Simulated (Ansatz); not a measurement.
Consider the redistribution: `F[SiH](Cl)O[SiH3]` + `BB(F)BF` → `B[Si](F)(Cl)O[SiH3]` + `FBBF`.

Calculated with Ansatz (gas phase, PBE0-D4/def2-TZVP geometries, no zero-point term in ΔE). CCSD(T)/CBS adds triple-zeta CCSD(T) − MP2 to the extrapolated MP2 energy (def2 sets, frozen cores). Functionals use def2-TZVPP. Each species was taken in one conformer, which may not be the lowest.

| level | ΔE (kJ/mol) |
| --- | --- |
| ωB97M-V | 3.2 |
| r2SCAN | 6.7 |
| HF/def2-TZVPP | 0.9 |
| HF/CBS(def2) | 1.6 |

(1) What does CCSD(T)/CBS give? (An estimate is asked.)

Largest T1 diagnostic among the species: 0.014.

Results:

(1) Computed: +0.7 kJ/mol. The listed levels differ from it by 2.5, 6.0, 0.2, 0.9 kJ/mol.

The D4 term adds −3.4 kJ/mol with B3LYP and −2.0 kJ/mol with PBE0; it sums over pairs of atoms, weighted by their polarisabilities, and B3LYP, whose exchange is more repulsive, gets the larger term.

B3LYP here is the variant with VWN-RPA as its local correlation; programs differ in this.
